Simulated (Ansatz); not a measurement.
Compare A (`CS[Si]O`) with its isomer B (`C1O[SiH2]S1`).

Isolated molecules relaxed with PBE0-D4/def2-TZVP in Ansatz; ΔE leaves out vibrations. CCSD(T)/CBS is the MP2 limit (def2-TZVPP, def2-QZVPP) plus CCSD(T) − MP2 in def2-TZVPP, frozen cores. This one scheme is used for every species. Functionals use def2-TZVPP. B3LYP here is the variant with VWN-RPA as its local correlation; programs differ in this. One conformer a species, not always the lowest.

Which isomer does CCSD(T)/CBS put lower? Give the gap. (Estimate.)

Ansatz gave: A, by 39.1 kJ/mol.

Give E(B) − E(A) in kJ/mol with CCSD/def2-TZVPP, B2PLYP, HF/def2-TZVPP, B3LYP, CCSD(T)/def2-TZVPP, B3LYP-D4, r2SCAN-D4. (Best estimate.)

The calculation gave: CCSD/def2-TZVPP 35.8, B2PLYP 43.3, HF/def2-TZVPP 23.4, B3LYP 50.9, CCSD(T)/def2-TZVPP 37.3, B3LYP-D4 50.0, r2SCAN-D4 34.5. None reverses the order clearly.

Largest T1 diagnostic: 0.014.

From PBE to PBE0 (25 % exact exchange), in def2-TZVPP and without D4, E(B) − E(A) moves by −13.5 kJ/mol. In def2-TZVPP, CCSD(T) changes the Hartree–Fock value by +13.9 kJ/mol (the triples alone add +1.5 kJ/mol) and MP2 by +7.8 kJ/mol.
